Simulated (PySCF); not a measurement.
Excitation energy of O²⁺ by level of theory

O²⁺ [He] 2s2 2p2 (3P) → O²⁺ [He] 2s1 2p2 3s1 (5P), as a difference of total energies. Computed with PySCF 2.14 in dyall-acv3z (15s9p4d2f, 76 functions), with the spin-free X2C one-electron Hamiltonian (Gaussian nucleus). Correlated levels: valence and next inner shell: nothing frozen; virtual orbitals above 40 to 60 times the deepest correlated orbital energy dropped. The calculations carry no spin-orbit coupling.

| method | excitation energy (eV) |
| --- | --- |
| UHF | 39.746 |
| MP2 (valence and next inner shell) | 41.430 |
| SCS-MP2 (valence and next inner shell) | 41.873 |
| CCSD (valence and next inner shell) | 41.837 |
| CCSD(T) (valence and next inner shell) | 41.876 |

Question: How much does correlation contribute at CCSD(T) (valence and next inner shell)?

Answer: 41.876 − (39.746) = 2.130 eV, measured against UHF.

The promoted electron is Rydberg-like, and one or two diffuse shells describe it only roughly, which tends to raise the upper state.
